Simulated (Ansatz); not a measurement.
Ansatz (an electronic-structure program) input file for Mo(NH)(S)(Cl)(SH) (ClH₂MoNS₂), SMILES [Mo]([Cl])([SH])(=[NH])=[S], multiplicity 1, PBE0-D3(BJ)/def2-SVP. 

Ansatz 0.2 input:
```yaml
crystal:
  periodic: [false, false, false]
  atoms:
    - {symbol: Mo, position_ang: [0.17051878, -0.09767560, -0.17422043]}
    - {symbol: N, position_ang: [0.91710439, -1.20284863, -1.27648880]}
    - {symbol: H, position_ang: [1.45742467, -1.82768128, -1.86210947]}
    - {symbol: S, position_ang: [1.16294253, -0.05072546, 1.73324779]}
    - {symbol: Cl, position_ang: [-0.05129526, 1.92203338, -0.89419561]}
    - {symbol: S, position_ang: [-1.91830731, -1.06276873, 0.25723606]}
    - {symbol: H, position_ang: [-2.08108865, -0.50866318, 1.46837284]}
basis:
  gaussian:
    orbitals: def2-SVP
hamiltonian:
  xc: pbe0
  dispersion: d3bj
relax: {f_tol: 0.002, max_steps: 200}
```

Program output:

```
WARN ansatz: RAYON_NUM_THREADS=1 ignored (pool sized by the plan → 1); use --threads N
Functional definition: PBE0
integrals: 0.07 GiB planned
1145 factors; integrals over basis functions are off by at most 3.2e-4 eV
mean field: 0.57 GiB planned
mean field evaluation 1: about -37541.9549 eV, gradient 6.1e1 eV
mean field evaluation 2: about -37462.8379 eV, gradient 1.8e2 eV
mean field evaluation 4: about -37545.4029 eV, gradient 4.2e1 eV
mean field evaluation 8: about -37549.7803 eV, gradient 6.1e-1 eV
mean field evaluation 16: about -37549.8518 eV, gradient 7.0e-4 eV
mean field -37549.85178298 eV, -1379.9316008210 hartree, gradient 1.6e-5 eV, S^2 0.000000; 0 other end points of the search recorded, 0 dependent functions left out
the calculation of the forces begins
reference -37549.85183282 eV, -1379.9316026523 hartree; 36, 36 occupied and 73, 73 virtual orbitals, 1145 factors
relax step   1: F+E_penalty+E_count = -37550.14303316 eV  Δ(F+E_penalty+E_count) = +0.000e0 eV  max|allowed force component| = 3.051e0 eV/Å  Δτ_max = 0.0000 Å  (34 SCF iters, accepted)
these checks for a lower state are left out or cut short: starts, cluster_reference, orbital_swaps, neighbouring_geometries, increment
integrals: 0.07 GiB planned
1145 factors; integrals over basis functions are off by at most 3.9e-4 eV
mean field: 0.57 GiB planned
mean field -37550.03943514 eV, -1379.9384969106 hartree, gradient 1.7e-5 eV, S^2 0.000000; 0 other end points of the search recorded, 0 dependent functions left out
the calculation of the forces begins
reference -37550.03948540 eV, -1379.9384987575 hartree; 36, 36 occupied and 73, 73 virtual orbitals, 1145 factors
relax step   2: F+E_penalty+E_count = -37550.32966528 eV  Δ(F+E_penalty+E_count) = -1.866e-1 eV  max|allowed force component| = 1.086e0 eV/Å  Δτ_max = 0.1927 Å  (41 SCF iters, accepted)
these checks for a lower state are left out or cut short: starts, cluster_reference, orbital_swaps, neighbouring_geometries, increment
integrals: 0.07 GiB planned
1145 factors; integrals over basis functions are off by at most 3.8e-4 eV
mean field: 0.57 GiB planned
mean field evaluation 32: about -37550.0894 eV, gradient 2.7e-1 eV
mean field -37550.08983342 eV, -1379.9403490130 hartree, gradient 1.1e-5 eV, S^2 0.000000; 0 other end points of the search recorded, 0 dependent functions left out
the calculation of the forces begins
reference -37550.08988361 eV, -1379.9403508576 hartree; 36, 36 occupied and 73, 73 virtual orbitals, 1145 factors
relax step   3: F+E_penalty+E_count = -37550.37927481 eV  Δ(F+E_penalty+E_count) = -4.961e-2 eV  max|allowed force component| = 4.732e-1 eV/Å  Δτ_max = 0.0959 Å  (37 SCF iters, accepted)
these checks for a lower state are left out or cut short: starts, cluster_reference, orbital_swaps, neighbouring_geometries, increment
integrals: 0.07 GiB planned
1145 factors; integrals over basis functions are off by at most 3.8e-4 eV
mean field: 0.57 GiB planned
mean field -37550.10451833 eV, -1379.9408886736 hartree, gradient 1.5e-5 eV, S^2 0.000000; 0 other end points of the search recorded, 0 dependent functions left out
the calculation of the forces begins
reference -37550.10456854 eV, -1379.9408905188 hartree; 36, 36 occupied and 73, 73 virtual orbitals, 1145 factors
relax step   4: F+E_penalty+E_count = -37550.39369462 eV  Δ(F+E_penalty+E_count) = -1.442e-2 eV  max|allowed force component| = 2.613e-1 eV/Å  Δτ_max = 0.0489 Å  (36 SCF iters, accepted)
these checks for a lower state are left out or cut short: starts, cluster_reference, orbital_swaps, neighbouring_geometries, increment
integrals: 0.07 GiB planned
1145 factors; integrals over basis functions are off by at most 3.9e-4 eV
mean field: 0.57 GiB planned
mean field -37550.10523832 eV, -1379.9409151326 hartree, gradient 1.4e-5 eV, S^2 0.000000; 0 other end points of the search recorded, 0 dependent functions left out
the calculation of the forces begins
reference -37550.10528863 eV, -1379.9409169815 hartree; 36, 36 occupied and 73, 73 virtual orbitals, 1145 factors
relax step   5: F+E_penalty+E_count = -37550.39423842 eV  Δ(F+E_penalty+E_count) = -5.438e-4 eV  max|allowed force component| = 6.493e-1 eV/Å  Δτ_max = 0.0778 Å  (36 SCF iters, accepted)
these checks for a lower state are left out or cut short: starts, cluster_reference, orbital_swaps, neighbouring_geometries, increment
integrals: 0.07 GiB planned
1145 factors; integrals over basis functions are off by at most 3.9e-4 eV
mean field: 0.57 GiB planned
mean field -37550.11854755 eV, -1379.9414042378 hartree, gradient 2.6e-5 eV, S^2 0.000000; 0 other end points of the search recorded, 0 dependent functions left out
the calculation of the forces begins
reference -37550.11859783 eV, -1379.9414060858 hartree; 36, 36 occupied and 73, 73 virtual orbitals, 1145 factors
relax step   6: F+E_penalty+E_count = -37550.40773660 eV  Δ(F+E_penalty+E_count) = -1.350e-2 eV  max|allowed force component| = 6.259e-1 eV/Å  Δτ_max = 0.0572 Å  (36 SCF iters, accepted)
these checks for a lower state are left out or cut short: starts, cluster_reference, orbital_swaps, neighbouring_geometries, increment
integrals: 0.07 GiB planned
1145 factors; integrals over basis functions are off by at most 3.9e-4 eV
mean field: 0.57 GiB planned
mean field evaluation 64: about -37550.1273 eV, gradient 1.3e-5 eV
mean field -37550.12734228 eV, -1379.9417274385 hartree, gradient 1.3e-5 eV, S^2 0.000000; 0 other end points of the search recorded, 0 dependent functions left out
the calculation of the forces begins
reference -37550.12739260 eV, -1379.9417292876 hartree; 36, 36 occupied and 73, 73 virtual orbitals, 1145 factors
relax step   7: F+E_penalty+E_count = -37550.41658724 eV  Δ(F+E_penalty+E_count) = -8.851e-3 eV  max|allowed force component| = 3.544e-1 eV/Å  Δτ_max = 0.0553 Å  (37 SCF iters, accepted)
these checks for a lower state are left out or cut short: starts, cluster_reference, orbital_swaps, neighbouring_geometries, increment
integrals: 0.07 GiB planned
1145 factors; integrals over basis functions are off by at most 4.1e-4 eV
mean field: 0.57 GiB planned
mean field -37550.12841202 eV, -1379.9417667504 hartree, gradient 1.9e-5 eV, S^2 0.000000; 0 other end points of the search recorded, 0 dependent functions left out
the calculation of the forces begins
reference -37550.12846247 eV, -1379.9417686045 hartree; 36, 36 occupied and 73, 73 virtual orbitals, 1145 factors
relax step   8: F+E_penalty+E_count = -37550.41867504 eV  Δ(F+E_penalty+E_count) = -2.088e-3 eV  max|allowed force component| = 3.984e-1 eV/Å  Δτ_max = 0.0756 Å  (36 SCF iters, accepted)
these checks for a lower state are left out or cut short: starts, cluster_reference, orbital_swaps, neighbouring_geometries, increment
integrals: 0.07 GiB planned
1145 factors; integrals over basis functions are off by at most 3.8e-4 eV
mean field: 0.57 GiB planned
mean field -37550.13443086 eV, -1379.9419879388 hartree, gradient 1.6e-5 eV, S^2 0.000000; 0 other end points of the search recorded, 0 dependent functions left out
the calculation of the forces begins
reference -37550.13448126 eV, -1379.9419897910 hartree; 36, 36 occupied and 73, 73 virtual orbitals, 1145 factors
relax step   9: F+E_penalty+E_count = -37550.42402305 eV  Δ(F+E_penalty+E_count) = -5.348e-3 eV  max|allowed force component| = 4.695e-2 eV/Å  Δτ_max = 0.0229 Å  (36 SCF iters, accepted)
these checks for a lower state are left out or cut short: starts, cluster_reference, orbital_swaps, neighbouring_geometries, increment
integrals: 0.07 GiB planned
1145 factors; integrals over basis functions are off by at most 3.8e-4 eV
mean field: 0.57 GiB planned
mean field -37550.13450733 eV, -1379.9419907491 hartree, gradient 1.7e-5 eV, S^2 0.000000; 0 other end points of the search recorded, 0 dependent functions left out
the calculation of the forces begins
reference -37550.13455774 eV, -1379.9419926017 hartree; 36, 36 occupied and 73, 73 virtual orbitals, 1145 factors
relax step  10: F+E_penalty+E_count = -37550.42421014 eV  Δ(F+E_penalty+E_count) = -1.871e-4 eV  max|allowed force component| = 8.622e-3 eV/Å  Δτ_max = 0.0057 Å  (29 SCF iters, accepted)
these checks for a lower state are left out or cut short: starts, cluster_reference, orbital_swaps, neighbouring_geometries, increment
integrals: 0.07 GiB planned
1145 factors; integrals over basis functions are off by at most 3.8e-4 eV
mean field: 0.57 GiB planned
mean field -37550.13451256 eV, -1379.9419909412 hartree, gradient 1.3e-5 eV, S^2 0.000000; 0 other end points of the search recorded, 0 dependent functions left out
the calculation of the forces begins
reference -37550.13456297 eV, -1379.9419927938 hartree; 36, 36 occupied and 73, 73 virtual orbitals, 1145 factors
relax step  11: F+E_penalty+E_count = -37550.42423749 eV  Δ(F+E_penalty+E_count) = -2.736e-5 eV  max|allowed force component| = 5.614e-3 eV/Å  Δτ_max = 0.0034 Å  (28 SCF iters, accepted)
these checks for a lower state are left out or cut short: starts, cluster_reference, orbital_swaps, neighbouring_geometries, increment
integrals: 0.07 GiB planned
1145 factors; integrals over basis functions are off by at most 3.8e-4 eV
mean field: 0.57 GiB planned
mean field -37550.13451798 eV, -1379.9419911404 hartree, gradient 7.7e-5 eV, S^2 0.000000; 0 other end points of the search recorded, 0 dependent functions left out
the calculation of the forces begins
reference -37550.13456839 eV, -1379.9419929930 hartree; 36, 36 occupied and 73, 73 virtual orbitals, 1145 factors
relax step  12: F+E_penalty+E_count = -37550.42424312 eV  Δ(F+E_penalty+E_count) = -5.625e-6 eV  max|allowed force component| = 2.609e-3 eV/Å  Δτ_max = 0.0015 Å  (25 SCF iters, accepted)
these checks for a lower state are left out or cut short: starts, cluster_reference, orbital_swaps, neighbouring_geometries, increment
integrals: 0.07 GiB planned
1145 factors; integrals over basis functions are off by at most 3.8e-4 eV
mean field: 0.57 GiB planned
mean field evaluation 96: about -37550.1345 eV, gradient 3.7e-2 eV
mean field -37550.13451611 eV, -1379.9419910715 hartree, gradient 3.0e-5 eV, S^2 0.000000; 0 other end points of the search recorded, 0 dependent functions left out
the calculation of the forces begins
reference -37550.13456652 eV, -1379.9419929242 hartree; 36, 36 occupied and 73, 73 virtual orbitals, 1145 factors
relax step  13: F+E_penalty+E_count = -37550.42424429 eV  Δ(F+E_penalty+E_count) = -1.173e-6 eV  max|allowed force component| = 1.702e-3 eV/Å  Δτ_max = 0.0007 Å  (24 SCF iters, accepted)
integrals: 0.07 GiB planned
1145 factors; integrals over basis functions are off by at most 3.8e-4 eV
mean field: 0.57 GiB planned
mean field -37550.13451611 eV, -1379.9419910715 hartree, gradient 3.0e-5 eV, S^2 0.000000; 1 other end points of the search recorded, 0 dependent functions left out
the calculation of the forces begins
reference -37550.13456652 eV, -1379.9419929242 hartree; 36, 36 occupied and 73, 73 virtual orbitals, 1145 factors
Total energy: -37550.42429471 eV, -1379.9526402387 hartree
Atom 0 at     0.124678    -0.117811    -0.132664 Å, force    -0.001702    -0.000026    -0.000929 eV/Å
Atom 1 at     0.808991    -1.138768    -1.312233 Å, force     0.000396     0.000364    -0.000176 eV/Å
Atom 2 at     1.515602    -1.784248    -1.667003 Å, force    -0.000153     0.000184     0.000156 eV/Å
Atom 3 at     1.299363    -0.169411     1.612610 Å, force     0.000826    -0.000349     0.000728 eV/Å
Atom 4 at    -0.034989     1.999497    -0.945349 Å, force     0.000463    -0.000068    -0.000147 eV/Å
Atom 5 at    -1.904901    -1.149407     0.275462 Å, force     0.000788    -0.000607     0.000259 eV/Å
Atom 6 at    -2.151444    -0.468181     1.421019 Å, force    -0.000618     0.000502     0.000109 eV/Å
Dipole moment:     0.015733    -0.299748    -0.033622 e Å
```

The calculation finished and met its thresholds.

Cost: about 70 core-seconds (a rough figure).
